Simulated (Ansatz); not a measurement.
Input file for Ansatz (an electronic-structure program): R-r2SCAN/def2-TZVPP on CHN (SMILES C#N).

Ansatz 0.2 input:
```yaml
crystal:
  periodic: [false, false, false]
  atoms:
    - {symbol: H, position_ang: [-0.00000000, -0.00000000, -1.09322365]}
    - {symbol: C, position_ang: [0.00000000, 0.00000000, -0.02646947]}
    - {symbol: N, position_ang: [-0.00000000, -0.00000000, 1.11969313]}
basis:
  gaussian:
    orbitals: def2-TZVPP
hamiltonian:
  xc: {name: r2SCAN}
scf: {lower_state_search: off}
```

Output:

```
WARN ansatz: RAYON_NUM_THREADS=1 ignored (pool sized by the plan → 1); use --threads N
Functional definition: r2SCAN
these checks for a lower state are left out or cut short: stability, starts, cluster_reference, orbital_swaps, neighbouring_geometries, increment
integrals: 0.01 GiB planned
394 factors; their error is unknown
mean field: 0.13 GiB planned
mean field evaluation 1: about -2537.8009 eV, gradient 4.3e1 eV
mean field evaluation 2: about -2527.9875 eV, gradient 7.6e1 eV
mean field evaluation 4: about -2541.6542 eV, gradient 2.5e0 eV
mean field evaluation 8: about -2541.6676 eV, gradient 2.8e-2 eV
mean field evaluation 16: about -2541.6676 eV, gradient 2.1e-6 eV
mean field -2541.66759214 eV, -93.4045612071 hartree, gradient 2.1e-6 eV, S^2 0.000000; 0 other end points of the search recorded, 0 dependent functions left out
reference -2541.66759894 eV, -93.4045614569 hartree; 7, 7 occupied and 69, 69 virtual orbitals, 394 factors
Total energy: -2541.66759894 eV, -93.4045614569 hartree
Checks for a lower state left out: stability, starts, cluster_reference, orbital_swaps, neighbouring_geometries, increment
```

The calculation finished and met its thresholds.

Cost: about 0.6 core-seconds (a rough figure).
